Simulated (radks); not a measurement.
Successive ionisation energies (eV) of one element, from differences of total energies of ions in their ground configurations, starting at charge 44: 2360.6, 2418.3, 2493.2, 2553.1, 2612.0, 2883.9, 2951.3, 4918.5, 5056.8, 5196.0, 5336.0, 5476.5, 5658.4, 5804.6, 5951.9, 6099.8, 6248.3, 6866.2, 6996.8, 7125.2, 7294.6, 7428.1. Calculated with a radial shooting solver on a logarithmic mesh with Libxc functionals: scalar-relativistic Kohn-Sham, PBEsol, spin-polarised, spherical densities, finite nucleus; open shells are filled with parallel spins first (spin-orbit coupling, left out, can overturn this in heavy ions); Fermi nuclear charge, rms radius 5.4371 fm. Which element is it?

Answer. Gold (Z = 79). The first species listed is Au44+ in [Ar] 3d10 4s2 4p5, the last Au65+ in [Ne] 3s2 3p2.
